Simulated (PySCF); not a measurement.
Ga(Cl) cation (ClGa), SMILES [Ga][Cl] (connectivity only; charge and spin as stated), charge +1, multiplicity 2.

Geometry optimised at PBE0-D3(BJ)/def2-TZVP. The multiplicity is an assumed one; other spin states were not compared.

Computed with PBE0-D3(BJ)/def2-TZVP in PySCF.

Frequencies are harmonic and unscaled.

| mode | ν (cm⁻¹) | IR (km/mol) | moving atoms (share of kinetic energy) |
|---|---|---|---|
| 1 | 426 | 16.5 | Cl 66 %, Ga 34 % |
